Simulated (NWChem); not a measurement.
All runs are NWChem calculations. System: thionyl fluoride (F₂OS), charge 0, spin multiplicity 1, at a geometry optimised with PBE0/def2-SVP. Level: MP2/6-31G* (spherical d), 8 core orbitals frozen.

Input file:

```
start mol
memory heap 200 mb stack 900 mb global 1100 mb
geometry units angstroms nocenter noautoz
  O     -1.391745    -0.329653     0.000000
  S     -0.160358     0.411194     0.000000
  F      0.761094    -0.218993     1.168964
  F      0.761094    -0.218993    -1.168964
  symmetry group Cs
end
basis spherical
  * library 6-31g*
end
scf
  rhf
  nopen 0
  maxiter 100
  thresh 1e-7
  semidirect memsize 60000000 filesize 0
end
mp2
  freeze core 8
end
task mp2 energy
```

Output (cleaned and shortened):

```
             Northwest Computational Chemistry Package (NWChem) 7.3.0
             --------------------------------------------------------

                                NWChem Input Module
                                -------------------

 Scaling coordinates for geometry "geometry" by  1.889725989
 (inverse scale =  0.529177249)

 Turning off AUTOSYM since
 SYMMETRY directive was detected!

                             Geometry "geometry" -> ""
                             -------------------------

 Output coordinates in angstroms (scale by  1.889725989 to convert to a.u.)

  No.       Tag          Charge          X              Y              Z
 ---- ---------------- ---------- -------------- -------------- --------------
    1 O                    8.0000    -1.39174500    -0.32965300     0.00000000
    2 S                   16.0000    -0.16035800     0.41119400     0.00000000
    3 F                    9.0000     0.76109400    -0.21899300     1.16896400
    4 F                    9.0000     0.76109400    -0.21899300    -1.16896400

 Effective nuclear repulsion energy (a.u.)     190.8287848976

            Nuclear Dipole moment (a.u.)
            ----------------------------
        X                 Y               Z
 ---------------- ---------------- ----------------
     0.0000075589     0.0000113384     0.0000000000

      Symmetry information
      --------------------

 Group name             Cs
 Group number              2
 Group order               2
 No. of unique centers     3

      Symmetry unique atoms

     1    2    3


 Summary of "ao basis" -> "" (spherical)
 ------------------------------------------------------------------------------
       Tag                 Description            Shells   Functions and Types
 ---------------- ------------------------------  ------  ---------------------
 *                           6-31g*                   on all atoms

 Summary of "ao basis" -> "ao basis" (spherical)
 ------------------------------------------------------------------------------
       Tag                 Description            Shells   Functions and Types
 ---------------- ------------------------------  ------  ---------------------
 O                           6-31g*                  6       14   3s2p1d
 S                           6-31g*                  8       18   4s3p1d
 F                           6-31g*                  6       14   3s2p1d

                                 NWChem SCF Module
                                 -----------------

  ao basis        = "ao basis"
  functions       =    60
  atoms           =     4
  closed shells   =    21
  open shells     =     0
  charge          =   0.00
  wavefunction    = RHF
  use symmetry    = T
  symmetry adapt  = T

 Summary of "ao basis" -> "ao basis" (spherical)
 ------------------------------------------------------------------------------
       Tag                 Description            Shells   Functions and Types
 ---------------- ------------------------------  ------  ---------------------
 O                           6-31g*                  6       14   3s2p1d
 S                           6-31g*                  8       18   4s3p1d
 F                           6-31g*                  6       14   3s2p1d

      Symmetry analysis of basis
      --------------------------

        a'         37
        a"         23

 Forming initial guess at       0.0s

      Superposition of Atomic Density Guess
      -------------------------------------

 Sum of atomic energies:        -670.95469723

      Non-variational initial energy
      ------------------------------

 Total energy =    -671.778848
 1-e energy   =   -1311.573347
 2-e energy   =     448.965714
 HOMO         =      -0.346525
 LUMO         =       0.030740

      Symmetry analysis of molecular orbitals - initial
      -------------------------------------------------

  Numbering of irreducible representations:

     1 a'          2 a"

  Orbital symmetries:

     1 a'          2 a'          3 a"          4 a'          5 a'
     6 a'          7 a"          8 a'          9 a'         10 a"
    11 a'         12 a'         13 a"         14 a'         15 a'
    16 a'         17 a"         18 a"         19 a'         20 a"
    21 a'         22 a"         23 a'         24 a'         25 a'
    26 a'         27 a"         28 a'         29 a'         30 a"
    31 a'

 Starting SCF solution at       0.4s

 ----------------------------------------------
         Quadratically convergent ROHF

 Convergence threshold     :          1.000E-07
 Maximum no. of iterations :          100
 Final Fock-matrix accuracy:          1.000E-09
 ----------------------------------------------

              iter       energy          gnorm     gmax       time
             ----- ------------------- --------- --------- --------
                 1     -671.0395098262  1.59D+00  3.54D-01      0.4
                 2     -671.1659548855  3.20D-01  7.26D-02      0.4
                 3     -671.1749863699  1.29D-02  4.92D-03      0.5
                 4     -671.1750133404  8.15D-05  2.44D-05      0.6
                 5     -671.1750133416  8.19D-09  2.28D-09      0.7

       Final RHF  results
       ------------------

         Total SCF energy =   -671.175013341633
      One-electron energy =  -1309.309630811803
      Two-electron energy =    447.305832572555
 Nuclear repulsion energy =    190.828784897614

        Time for solution =      0.3s

       Symmetry analysis of molecular orbitals - final
       -----------------------------------------------

  Numbering of irreducible representations:

     1 a'          2 a"

  Orbital symmetries:

     1 a'          2 a'          3 a"          4 a'          5 a'
     6 a'          7 a"          8 a'          9 a'         10 a"
    11 a'         12 a'         13 a"         14 a'         15 a'
    16 a"         17 a'         18 a"         19 a'         20 a"
    21 a'         22 a"         23 a'         24 a'         25 a'
    26 a'         27 a"         28 a'         29 a'         30 a"
    31 a'

             Final eigenvalues
             -----------------

              1
    1  -92.2537
    2  -26.3572
    3  -26.3572
    4  -20.6172
    5   -9.2303
    6   -6.9125
    7   -6.9124
    8   -6.9086
    9   -1.6896
   10   -1.6346
   11   -1.4481
   12   -0.9779
   13   -0.8006
   14   -0.7780
   15   -0.7547
   16   -0.7047
   17   -0.6955
   18   -0.6700
   19   -0.6010
   20   -0.5502
   21   -0.4949
   22    0.1073
   23    0.1560
   24    0.2493
   25    0.3928
   26    0.4645
   27    0.4687
   28    0.5680
   29    0.8225
   30    0.8718
   31    0.9164

                       ROHF Final Molecular Orbital Analysis
                       -------------------------------------

 Vector   19  Occ=2.000000D+00  E=-6.010018D-01  Symmetry=a'
              MO Center= -6.3D-01, -2.0D-02, -3.4D-15, r^2= 2.0D+00
   Bfn.  Coefficient  Atom+Function         Bfn.  Coefficient  Atom+Function
  ----- ------------  ---------------      ----- ------------  ---------------
     3      0.418502  1 O  px                22     -0.378272  2 S  py
     7      0.274404  1 O  px                36      0.221672  3 F  py
    50      0.221672  4 F  py                40      0.171319  3 F  py
    54      0.171319  4 F  py                 4     -0.169720  1 O  py
    24     -0.165081  2 S  s

 Vector   20  Occ=2.000000D+00  E=-5.501974D-01  Symmetry=a"
              MO Center= -9.6D-01, -2.3D-01,  3.6D-15, r^2= 1.5D+00
   Bfn.  Coefficient  Atom+Function         Bfn.  Coefficient  Atom+Function
  ----- ------------  ---------------      ----- ------------  ---------------
     5      0.549175  1 O  pz                 9      0.419849  1 O  pz
    35      0.191179  3 F  px                49     -0.191179  4 F  px
    39      0.152567  3 F  px                53     -0.152567  4 F  px

 Vector   21  Occ=2.000000D+00  E=-4.948730D-01  Symmetry=a'
              MO Center= -5.2D-01,  1.4D-01, -1.2D-15, r^2= 2.0D+00
   Bfn.  Coefficient  Atom+Function         Bfn.  Coefficient  Atom+Function
  ----- ------------  ---------------      ----- ------------  ---------------
     4      0.450572  1 O  py                 8      0.364839  1 O  py
    22     -0.346740  2 S  py                24     -0.340783  2 S  s
    20     -0.282205  2 S  s                 36      0.153752  3 F  py
    50      0.153752  4 F  py

 Vector   22  Occ=0.000000D+00  E= 1.072724D-01  Symmetry=a"
              MO Center= -3.0D-01,  4.7D-01, -1.4D-15, r^2= 2.2D+00
   Bfn.  Coefficient  Atom+Function         Bfn.  Coefficient  Atom+Function
  ----- ------------  ---------------      ----- ------------  ---------------
    27      0.792526  2 S  pz                23      0.608209  2 S  pz
     9     -0.380213  1 O  pz                38     -0.337097  3 F  s
    52      0.337097  4 F  s                  5     -0.269422  1 O  pz
    19     -0.211255  2 S  pz                39      0.183511  3 F  px
    53     -0.183511  4 F  px

 Vector   23  Occ=0.000000D+00  E= 1.559808D-01  Symmetry=a'
              MO Center= -9.7D-02,  5.4D-01, -1.0D-15, r^2= 2.4D+00
   Bfn.  Coefficient  Atom+Function         Bfn.  Coefficient  Atom+Function
  ----- ------------  ---------------      ----- ------------  ---------------
    25      0.999996  2 S  px                 6      0.595759  1 O  s
    21      0.525045  2 S  px                 8      0.310893  1 O  py
    38     -0.307188  3 F  s                 52     -0.307188  4 F  s
    20      0.276907  2 S  s                 24     -0.241313  2 S  s
    41      0.234141  3 F  pz                55     -0.234141  4 F  pz

 Vector   24  Occ=0.000000D+00  E= 2.492593D-01  Symmetry=a'
              MO Center= -9.9D-02,  9.4D-02,  3.9D-15, r^2= 2.6D+00
   Bfn.  Coefficient  Atom+Function         Bfn.  Coefficient  Atom+Function
  ----- ------------  ---------------      ----- ------------  ---------------
    26      0.897796  2 S  py                 6      0.865750  1 O  s
    24     -0.687497  2 S  s                 25      0.596636  2 S  px
    20     -0.577981  2 S  s                  7      0.454284  1 O  px
    22      0.363408  2 S  py                 3      0.260273  1 O  px
    38      0.233840  3 F  s                 52      0.233840  4 F  s

 center of mass
 --------------
 x =   0.03366280 y =  -0.00982808 z =   0.00000000

 moments of inertia (a.u.)
 ------------------
         217.426779049942           3.910155614166           0.000000000000
           3.910155614166         377.490812233942           0.000000000000
           0.000000000000           0.000000000000         224.085796268905

  Mulliken analysis of the total density
  --------------------------------------

    Atom       Charge   Shell Charges
 -----------   ------   -------------------------------------------------------
    1 O    8     8.63   2.00  0.93  2.82  0.97  1.87  0.04
    2 S   16    14.46   2.00  2.00  5.98  1.36  2.21  0.29  0.25  0.38
    3 F    9     9.46   2.00  0.94  3.26  1.05  2.20  0.02
    4 F    9     9.46   2.00  0.94  3.26  1.05  2.20  0.02

       Multipole analysis of the density wrt the origin
       ------------------------------------------------

     L   x y z        total         open         nuclear
     -   - - -        -----         ----         -------
     0   0 0 0     -0.000000      0.000000     42.000000

     1   1 0 0      0.258027      0.000000      0.000008
     1   0 1 0      0.892914      0.000000      0.000011
     1   0 0 1      0.000000      0.000000      0.000000

     2   2 0 0    -22.874664      0.000000     94.039770
     2   1 1 0     -0.777196      0.000000     -1.374164
     2   1 0 1      0.000000      0.000000      0.000000
     2   0 2 0    -19.288925      0.000000     15.848025
     2   0 1 1      0.000000      0.000000      0.000000
     2   0 0 2    -20.769536      0.000000     87.835980

                   NWChem MP2 Semi-direct Energy/Gradient Module
                   ---------------------------------------------

  Basis functions       =     60
  Molecular orbitals    =     60
  Frozen core           =      8
  Frozen virtuals       =      0
  Active alpha occupied =     13
  Active beta occupied  =     13
  Active alpha virtual  =     39
  Active beta virtual   =     39
  Use MO symmetry       = T
  Use skeleton AO sym   = T

  AO/Fock/Back tols     =   1.0D-09  1.0D-09  1.0D-09

 GA uses MA = F    GA memory limited = T

 Available:
  local mem=  1.26D+08
 global mem=  1.44D+08
 local disk=  0.00D+00
  mp2_memr nvloc                    39
  nvloc new                    39
   1 passes of  13:        3145728                      20272                   3133202.
   1 passes of  13: M    126153730           G      144172000           F     123008002.

 Semi-direct pass number   1 of   1  for RHF alpha+beta  at        0.7s
  vrange nnbf                  1814
  mp2_eaftype                    11  avail_ma_in_mb                  1099
 EAF : mp2_eaftype filesize          11    1566601.
  mp2_eaf for mointskh                     11
Node 0 wrote      7.4 Mb in      0.0 s     Agg I/O rate:  1360.1 Mb/s
 Done moints_semi at        2.0s
  mp2_eaftype                    11  avail_ma_in_mb                  1088
 EAF : mp2_eaftype filesize          11    1566601.
  mp2_eaf for kh                    11
 Done maket at        2.1s
 Done multipass loop at        2.1s

          -------------------------------------------
          SCF energy                -671.175013341633
          Correlation energy          -0.668830801812
          Singlet pairs               -0.385396097537
          Triplet pairs               -0.283434704275
          Total MP2 energy          -671.843844143445
          -------------------------------------------

          ---------------------------------------------------
                    Spin Component Scaled (SCS) MP2
          Same spin pairs                     -0.188956469516
          Same spin scaling factor             0.333333333333
          Opposite spin pairs                 -0.479874332295
          Opposite spin scaling fact.          1.200000000000
          SCS-MP2 correlation energy          -0.638834688593
          Total SCS-MP2 energy              -671.813848030226
          ---------------------------------------------------

 -----------------------
 Performance information
 -----------------------

 Timer overhead =  1.38D-07 seconds/call

               Nr. of calls         CPU time (s)                 Wall time (s)                GFlops
             ---------------    -------------------     ------------------------------   -------------------
Name         Min   Avg   Max    Min     Avg     Max     Min     Avg     Max   Mx/calls   Min     Max     Sum
mp2: moin     1     1     1    1.2     1.2     1.2      1.2     1.2     1.2     1.2      0.0     0.0     0.0
mp2: make     1     1     1   7.03E-2 7.03E-2 7.03E-2  7.03E-2 7.03E-2 7.03E-2 7.03E-2   0.0     0.0     0.0
mp2: tota     1     1     1    1.3     1.3     1.3      1.3     1.3     1.3     1.3      0.0     0.0     0.0

 The average no. of pstat calls per process was 3.00D+00
 with a timing overhead of 4.14D-07s

 Task  times  cpu:        2.0s     wall:        2.0s

 Total times  cpu:        2.1s     wall:        2.1s
```
